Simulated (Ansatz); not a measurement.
FGaH2SSe (`[F][Ga]([SH])[SeH]`). Total charge 0; spin multiplicity 1. The structure was optimised at the PBE0-D4/def2-TZVP level. It is one conformer, not always the lowest.

```xyz
6

F    -0.078    0.553    2.074
Ga    0.093    0.190    0.369
S    -1.320   -1.258   -0.455
Se    1.785    1.298   -0.733
H    -1.920   -1.411    0.740
H     1.439    0.628   -1.994
```

**Question.** What is the dipole moment at PBE/def2-TZVPP? (Best estimate.)

**Answer.** The calculation gave: 1.51 D, with components (-0.07, -0.49, -1.43) D in this frame, pointing from negative to positive charge.

**Question.** And with r2SCAN, B3LYP, ωB97M-V? (Estimate.)

**Answer.** The calculation gave: r2SCAN 1.55 D, B3LYP 1.60 D, ωB97M-V 1.56 D.

**Question.** Give the Mulliken charges with PBE, r2SCAN, B3LYP in def2-TZVPP. (Estimate.)

**Answer.** Ansatz gave: 
```
atom    PBE  r2SCAN  B3LYP
  F1  -0.33   -0.37  -0.38
 Ga2   0.51    0.59   0.57
  S3  -0.23   -0.24  -0.23
 Se4  -0.15   -0.17  -0.15
  H5   0.13    0.12   0.12
  H6   0.07    0.07   0.06
```

B3LYP here is the variant with VWN-RPA as its local correlation; programs differ in this.
